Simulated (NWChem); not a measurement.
Species: GeHSF, singlet; SMILES [F][Ge][SH]

```xyz
4

Ge    -0.4283     0.5253     0.0000
F      1.1811     1.2279     0.0000
S      0.2558    -1.6119     0.0000
H     -1.0166    -2.0717     0.0000
```
Atoms are numbered in this order, from 1.

Results from NWChem. Pople sets run with spherical d functions. Low-valent species are run as closed-shell singlets; no triplet was tried in these runs. Geometry: optimised at PBE0/def2-SVP. Vertical excitations in the gas phase; the lowest state need not have the same character in each row.

For level PBE/6-31G*, full TDDFT:

```yaml
lowest excitation, singlet (eV): 3.81
oscillator_strength_of_that_lowest_state: 0.018
lowest state with f > 0.02, singlet (eV): 4.45
orbital gap (eV): 3.33
```

Task: Estimate the same quantities for level BHandHLYP/6-31G*, full TDDFT.

Result: The lowest excitation, singlet (eV) comes out as 4.03. The oscillator strength of that lowest state is 0.029. The lowest state with f > 0.02, singlet (eV) comes out as 4.03 and the orbital gap (eV) comes out as 6.93.
